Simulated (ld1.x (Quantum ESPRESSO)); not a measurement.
Li (Z = 3): what ld1.x (Quantum ESPRESSO) 7.5 does with a changed input

Command:

```bash
ld1.x < Li.in > Li.out
```

Input:

```
&input
   title='Li', zed=3., rel=0, dft='PBE', iswitch=3, tr2=1e-20,
   config='[He] 2s0 2p1',
   nld=2, rlderiv=4.55, eminld=-6.0, emaxld=5.0, deld=0.02
 /
 &inputp
   pseudotype=2, tm=.true., lloc=0,
   nlcc=.false.,
   file_pseudopw='Li.UPF', file_wfcaegen='ae.wfc', file_wfcncgen='nc.wfc', file_beta='beta', file_chi='chi'
 /
2
2P  2  1   1.00   0.00  4.20  4.20  0.0
1S  1  0   2.00   0.00  0.70  0.70  0.0
 &test
   configts(1)='1s2 2s0 2p1'
 /
```

This is an input that runs to its end, with one change: threshold tr2=1e-20.

Task: How does the run end?

Result: The program runs through. The occupied levels of the test differ from the all-electron ones by at most 0.00000 Ry (unchanged input: 0.00000 Ry). Messages: warning: convergence not achieved.

```
     eps = 3.0E-21  iter = 31

     Etot =     -14.771576 Ry,      -7.385788 Ha,    -200.977526 eV
     Etotps =   -14.666348 Ry,      -7.333174 Ha,    -199.545835 eV

     Ekin =      13.269678 Ry,       6.634839 Ha,     180.543168 eV
     Encl =     -32.161312 Ry,     -16.080656 Ha,    -437.576940 eV
     Ehrt =       7.671264 Ry,       3.835632 Ha,     104.372863 eV
     Ecxc =      -3.440168 Ry,      -1.720084 Ha,     -46.805869 eV
     Epseu=      -0.005811 Ry,      -0.002905 Ha,      -0.079058 eV

     ---------------------- End of pseudopotential test ----------------------
```
